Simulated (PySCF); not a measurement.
Mapped SMILES: `[N:1]#[C:2][c:3]1[cH:4][cH:5][n:6][n:7]1[CH:8]1[CH2:9][CH2:10]1`. Hydrogens are named by the atom that carries them. Ha(C9), Ha(C10) are cis to N7 on the ring; Hb(C9), Hb(C10) are trans to N7 on the ring.

Single conformer, non-relativistic Hamiltonian, no solvent model, fast rotation and ring inversion assumed for equivalent nuclei. σ from GIAO-PBE0/pcSseg-1; GFN2-xTB structure; PySCF 2.14.0 with density-fitted response routines.

Referencing at the same level of theory: TMS for $^{13}$C (186.93 ppm).

Question: Do the $^{13}$C shifts follow the atomic charges (in e)? Tabulate both.

Answer: 
```tsv
atoms	hybridisation	δ (ppm)	σ para (ppm)	Hirshfeld	IAO	Mulliken	ESP-fitted
C5	sp2	141.9	-205	-0.02	-0.07	+0.18	-0.05
C4	sp2	121.2	-194	-0.08	-0.21	-0.30	-0.26
C3	sp2	120.2	-183	+0.03	-0.01	+0.43	-0.19
C2	sp	116.6	-190	+0.07	+0.13	+0.09	+0.42
C8	sp3	33.7	-91	+0.01	-0.05	+0.02	-0.34
C9/C10	sp3	11.8	-78	-0.09	-0.29	-0.19	-0.26
```

Correlation coefficients of δ with charge over these carbons: Hirshfeld +0.33, IAO +0.46, Mulliken +0.40, ESP-fitted +0.46; with the paramagnetic shielding -0.99. With so few points, grouped by hybridisation, these coefficients are fragile. Charge is one influence among several: hybridisation and low-lying excitations act through the paramagnetic term.

Shifts are as computed. Against solution values, carbons near 30 ppm lie about +3 ppm off and those near 130 ppm about +5 ppm. Of 1211 compounds with measured shifts, 218 miss one by over three times the rms of a fit or turn the order of signals round; such compounds aren't used in these exercises.
